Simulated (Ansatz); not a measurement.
`[F][GaH][ZnH]` + `FBr` → `[F][GaH][F]` + `[ZnH][Br]`  (formal exchange of groups at a Ga–Zn bond)

Gas-phase electronic energies from Ansatz, PBE0-D4/def2-TZVP geometries. CCSD(T)/CBS is the MP2 limit (def2-TZVPP, def2-QZVPP) plus CCSD(T) − MP2 in def2-TZVPP, frozen cores. Functionals use def2-TZVPP. For Br, Ga, Zn outer-core shells are correlated without core-valence functions, which leaves a few kJ/mol of doubt a bond. Scalar relativity is left out up to krypton.

```csv
species,B2PLYP energy (Eh)
`[F][GaH][ZnH]`,-3804.67058
`FBr`,-2673.54344
`[F][GaH][F]`,-2124.84677
`[ZnH][Br]`,-4353.53593
```

Q: Work out ΔE.

A: ΔE = (-2124.84677) + (-4353.53593) − (-3804.67058) − (-2673.54344) = -0.16868 Eh = -442.9 kJ/mol. CCSD(T)/CBS gives -448.7 kJ/mol.

Largest T1 diagnostic among the species: 0.016.

From BLYP to BHLYP (50 % exact exchange), in def2-TZVPP and without D4, ΔE moves by −51.3 kJ/mol. In def2-TZVPP, CCSD(T) changes the Hartree–Fock value by +36.8 kJ/mol (the triples alone add +5.4 kJ/mol) and MP2 by +13.5 kJ/mol.
